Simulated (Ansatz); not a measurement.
Ansatz (a quantum-chemistry and plane-wave program) input file for O2P2, SMILES o1p2op12, PBE-D3(BJ)/def2-SVP. 

Ansatz 0.2 input:
```yaml
crystal:
  periodic: [false, false, false]
  atoms:
    - {symbol: P, position_ang: [0.00000000, 0.00000000, 1.26084402]}
    - {symbol: P, position_ang: [0.00000000, 0.00000000, -1.26084402]}
    - {symbol: O, position_ang: [0.00000000, -1.11261891, 0.00000000]}
    - {symbol: O, position_ang: [0.00000000, 1.11261891, 0.00000000]}
basis:
  gaussian:
    orbitals: def2-SVP
hamiltonian:
  xc: pbe
  dispersion: d3bj
relax: {f_tol: 0.002, max_steps: 200}
```

Output:

```
WARN ansatz: RAYON_NUM_THREADS=1 ignored (pool sized by the plan → 1); use --threads N
Functional definition: PBE
integrals: 0.02 GiB planned
700 factors; their error is unknown
mean field: 0.13 GiB planned
mean field evaluation 1: about -22643.3054 eV, gradient 6.0e1 eV
mean field evaluation 2: about -22582.7656 eV, gradient 1.7e2 eV
mean field evaluation 4: about -22649.5829 eV, gradient 3.2e0 eV
mean field evaluation 8: about -22649.5916 eV, gradient 1.4e-2 eV
mean field -22649.59161575 eV, -832.3571394342 hartree, gradient 3.0e-5 eV, S^2 0.000000; 0 other end points of the search recorded, 0 dependent functions left out
the calculation of the forces begins
reference -22649.59163650 eV, -832.3571401967 hartree; 23, 23 occupied and 41, 41 virtual orbitals, 700 factors
relax step   1: F+E_penalty+E_count = -22649.68832403 eV  Δ(F+E_penalty+E_count) = +0.000e0 eV  max|allowed force component| = 7.868e-1 eV/Å  Δτ_max = 0.0000 Å  (27 SCF iters, accepted)
these checks for a lower state are left out or cut short: starts, cluster_reference, orbital_swaps, neighbouring_geometries, increment
integrals: 0.02 GiB planned
700 factors; their error is unknown
mean field: 0.13 GiB planned
mean field evaluation 16: about -22649.6195 eV, gradient 9.5e-1 eV
mean field -22649.60293221 eV, -832.3575553065 hartree, gradient 2.2e-5 eV, S^2 0.000000; 0 other end points of the search recorded, 0 dependent functions left out
the calculation of the forces begins
reference -22649.60295291 eV, -832.3575560670 hartree; 23, 23 occupied and 41, 41 virtual orbitals, 700 factors
relax step   2: F+E_penalty+E_count = -22649.69961957 eV  Δ(F+E_penalty+E_count) = -1.130e-2 eV  max|allowed force component| = 3.762e-1 eV/Å  Δτ_max = 0.0108 Å  (26 SCF iters, accepted)
these checks for a lower state are left out or cut short: starts, cluster_reference, orbital_swaps, neighbouring_geometries, increment
integrals: 0.02 GiB planned
700 factors; their error is unknown
mean field: 0.13 GiB planned
mean field -22649.60795101 eV, -832.3577397439 hartree, gradient 2.6e-5 eV, S^2 0.000000; 0 other end points of the search recorded, 0 dependent functions left out
the calculation of the forces begins
reference -22649.60797170 eV, -832.3577405043 hartree; 23, 23 occupied and 41, 41 virtual orbitals, 700 factors
relax step   3: F+E_penalty+E_count = -22649.70458161 eV  Δ(F+E_penalty+E_count) = -4.962e-3 eV  max|allowed force component| = 1.693e-2 eV/Å  Δτ_max = 0.0071 Å  (25 SCF iters, accepted)
these checks for a lower state are left out or cut short: starts, cluster_reference, orbital_swaps, neighbouring_geometries, increment
integrals: 0.02 GiB planned
700 factors; their error is unknown
mean field: 0.13 GiB planned
mean field evaluation 32: about -22649.6080 eV, gradient 1.1e-5 eV
mean field -22649.60796227 eV, -832.3577401578 hartree, gradient 1.1e-5 eV, S^2 0.000000; 0 other end points of the search recorded, 0 dependent functions left out
the calculation of the forces begins
reference -22649.60798296 eV, -832.3577409182 hartree; 23, 23 occupied and 41, 41 virtual orbitals, 700 factors
relax step   4: F+E_penalty+E_count = -22649.70459025 eV  Δ(F+E_penalty+E_count) = -8.643e-6 eV  max|allowed force component| = 1.937e-4 eV/Å  Δτ_max = 0.0003 Å  (19 SCF iters, accepted)
integrals: 0.02 GiB planned
700 factors; their error is unknown
mean field: 0.13 GiB planned
mean field -22649.60796227 eV, -832.3577401578 hartree, gradient 1.1e-5 eV, S^2 0.000000; 1 other end points of the search recorded, 0 dependent functions left out
the calculation of the forces begins
reference -22649.60798296 eV, -832.3577409182 hartree; 23, 23 occupied and 41, 41 virtual orbitals, 700 factors
Total energy: -22649.70461095 eV, -832.3612919311 hartree
Atom 0 at     0.000000     0.000000     1.265974 Å, force     0.000000     0.000000     0.000020 eV/Å
Atom 1 at     0.000000     0.000000    -1.265974 Å, force     0.000000     0.000000    -0.000020 eV/Å
Atom 2 at    -0.000000    -1.130728     0.000000 Å, force    -0.000000    -0.000194     0.000000 eV/Å
Atom 3 at    -0.000000     1.130728    -0.000000 Å, force    -0.000000     0.000194     0.000000 eV/Å
Dipole moment:     0.000000    -0.000000     0.000000 e Å
```

The run converged.
